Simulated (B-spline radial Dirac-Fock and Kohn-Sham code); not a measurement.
ΔSCF core binding energies without Breit or QED terms, calculated with a radial finite-basis atomic code.

A sound run for atomic neon in the configuration [He] 2s2 2p6: The ground state converged in 9 iterations, with total energy -128.69193 Ha, virial ratio 1.99775 and highest orbital energy -23.08 eV. ΔSCF binding energies: K (1s) 869.8 eV, L3 (2p3/2) 19.79 eV. Holes are computed only in closed shells, and unreliable hole states are left out.

A second run, with one unsound setting: The ground state had not converged after 3 iterations, with total energy -128.68873 Ha, virial ratio 1.99262 and highest orbital energy -22.17 eV. ΔSCF binding energies: K (1s) 872.1 eV, L3 (2p3/2) 20.65 eV (not all states converged, so these are not final). Holes are computed only in closed shells, and unreliable hole states are left out.

```
iter   energy (Ha)        error
   1     -128.43443998  3.89e-01
   2     -128.64383050  5.54e-02
   3     -128.68872721  1.37e-02
```

Problem. Which fault fits the second run best?
A. too few iterations
B. nuclear radius in wrong units
C. functional not served
D. overfilled shell

Solution. A. The input had maxit = 3: maxit ends the run before self-consistency.
